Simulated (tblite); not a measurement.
Species: C₆H₈NO₂ (charge -1).
Numbering: `[N:1]#[C:2][CH2:3][CH2:4][CH2:5][CH2:6][C:7](=[O:8])[O-:9]` (hydrogens: H10, H11 on C3; H12, H13 on C4; H14, H15 on C5; H16, H17 on C6)
Bond orders are those of one Lewis drawing.

Computed with GFN2-xTB (tblite), gas phase: nudged elastic band of 9 images (0 to 8), spring 0.2 eV/Å², climbing image at the end, force threshold 0.05 eV/Å. The top image wasn't refined or checked by frequencies; at this threshold it can lie a kcal/mol or more above the true saddle point of the method.

Path: rotation about C4–C5 (chain CH2 carbon, chain CH2 carbon), followed by the dihedral C3–C4–C5–C6. Start geometry (image 0):
```
atom  x, y, z in Å
N1     -2.620   -1.964   -0.080
C2     -1.916   -1.250   -0.640
C3     -1.066   -0.354   -1.353
C4     -0.739    0.919   -0.560
C5     -0.071    0.625    0.785
C6      1.103   -0.350    0.677
C7      2.039   -0.012   -0.556
O8      2.896    0.857   -0.377
O9      1.801   -0.666   -1.592
H10    -0.095   -0.840   -1.576
H11    -1.549   -0.098   -2.302
H12    -0.050    1.508   -1.168
H13    -1.648    1.511   -0.396
H14     0.294    1.573    1.192
H15    -0.818    0.225    1.483
H16     1.699   -0.295    1.592
H17     0.735   -1.373    0.564
```

The converged band, energies from image 0, some withheld:

```
image  dihedral (°)  C3–C4 (Å)  C4–C5 (Å)  C5–C6 (Å)  C3–C4–C5 (°)  C4–C5–C6 (°)  E (kJ/mol)
    0            49      1.535      1.530      1.530         112.8         113.3         0.0
    1            61      1.535      1.529      1.528         112.9         113.1           ?
    2            74      1.535      1.530      1.528         113.1         113.2           ?
    3            89      1.536      1.533      1.528         113.3         113.1        16.0
    4           104      1.536      1.537      1.528         113.5         112.8        20.6
    5           120      1.536      1.538      1.528         113.4         112.4           ?
    6           135      1.537      1.536      1.528         113.0         111.9           ?
    7           151      1.537      1.531      1.528         112.6         111.7        23.7
    8           163      1.536      1.527      1.525         113.2         110.3        22.3
```

Task: Estimate the withheld energies, and name the highest image.

Result: image 1: 5.0 kJ/mol; image 2: 11.0 kJ/mol; image 5: 23.8 kJ/mol; image 6: 24.7 kJ/mol. The highest is image 6.

Task: Between which neighbours does the energy rise most, and fall most?

Result: It rises most from image 1 to 2 (+6.0 kJ/mol) and falls most from image 7 to 8 (-1.4 kJ/mol).

Task: Give the height of the top above the start in other units, and in kT at 298.15 K.

Result: 0.2555 eV = 5.89 kcal/mol = 24.7 kJ/mol = 2061 cm⁻¹, or 9.9 kT.

The cost below is that of the whole band run. On one thread of an Arm Neoverse V1, shared host, this took 4.7 s of wall time and 0.18 GiB of memory at its peak.
